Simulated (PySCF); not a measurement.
C₆H₂N₄S₂, SMILES c1c2c(cc3nsnc13)N=S=N2. Coordinates come from a B3LYP-D3(BJ)/def2-SVP optimisation.

Computed equilibrium geometry at B3LYP-D3(BJ)/def2-SVP (PySCF confirms it by a frequency run) as bond lengths and angles, and its point group:
point group D2h.
Atoms: C1 C2 C3 C4 C5 N6 S7 N8 C9 N10 S11 N12 H13 H14. Bond lengths (Å): C1–C2 1.401, C1–C9 1.401, C1–H13 1.089, C2–C3 1.477, C2–N12 1.353, C3–C4 1.401, C3–N10 1.353, C4–C5 1.401, C4–H14 1.089, C5–N6 1.353, C5–C9 1.477, N6–S7 1.624, S7–N8 1.624, N8–C9 1.353, N10–S11 1.624, S11–N12 1.624. Bond angles (°): C2–C1–C9 116.7, C2–C1–H13 121.7, C9–C1–H13 121.7, C1–C2–C3 121.7, C1–C2–N12 125.8, C3–C2–N12 112.5, C2–C3–C4 121.7, C2–C3–N10 112.5, C4–C3–N10 125.8, C3–C4–C5 116.7, C3–C4–H14 121.7, C5–C4–H14 121.7, C4–C5–N6 125.8, C4–C5–C9 121.7, N6–C5–C9 112.5, C5–N6–S7 106.8, N6–S7–N8 101.4, S7–N8–C9 106.8, C1–C9–C5 121.7, C1–C9–N8 125.8, C5–C9–N8 112.5, C3–N10–S11 106.8, N10–S11–N12 101.4, C2–N12–S11 106.8.
